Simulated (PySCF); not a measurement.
Start geometry of `[Cl][Al]([Cl])[c]1ccccc1` (AlCl2Ph) from GFN2-xTB (Å):
```
atom  x, y, z in Å
Al1    1.416    2.248   -0.052
Cl2    3.248    2.405    0.620
Cl3    0.413    3.997   -0.824
C4     0.458    0.618   -0.032
C5     0.929   -0.560    0.486
C6     0.228   -1.720    0.549
C7    -1.021   -1.804    0.053
C8    -1.593   -0.651   -0.504
C9    -0.947    0.543   -0.466
H10    1.938   -0.497    0.941
H11    0.672   -2.626    1.005
H12   -1.577   -2.728    0.103
H13   -2.729   -0.689   -0.911
H14   -1.454    1.420   -0.925
```

Problem. What comes out of this run: PBE0-D3(BJ)/def2-SVP geometry optimisation, gas phase in PySCF?

Solution. 
```
atom  x, y, z in Å
Al1    1.3819    2.2522   -0.1276
Cl2    3.3465    2.3373    0.5971
Cl3    0.5407    3.9695   -0.9832
C4     0.3744    0.6184   -0.0202
C5     0.9420   -0.5453    0.5290
C6     0.2180   -1.7340    0.5896
C7    -1.0879   -1.7764    0.1011
C8    -1.6700   -0.6332   -0.4465
C9    -0.9437    0.5541   -0.5065
H10    1.9659   -0.5230    0.9146
H11    0.6724   -2.6310    1.0176
H12   -1.6564   -2.7087    0.1465
H13   -2.6933   -0.6683   -0.8286
H14   -1.4099    1.4445   -0.9395
```

The energy falls by 17.5 kcal/mol over 10 energy and gradient evaluations, the largest force component goes from 0.0730 to 3.5e-04 Eh/bohr, and the atoms move by 0.062 Å rms after alignment. The bond that changes most is Al1–Cl2 (ends: aluminium bonded to C and 2 Cl; chlorine bonded to Al), which lengthens by 0.138 Å. Bonds longer at the end by more than 0.005 Å: 7 of 14; shorter: 7. Among the angles that change most is C4–C5–H10, from 114.8° to 119.9°. Rotational constants go from 1641, 609.1, 444.3 to 1595, 602.2, 437.2 MHz. The orientation of the end geometry is arbitrary; only internal coordinates are fixed.

The run used 163 basis functions and 70 SCF cycles in all.

PBE0-D3(BJ)/def2-SVP frequencies: not computed here. The numbers are those of one conformer.
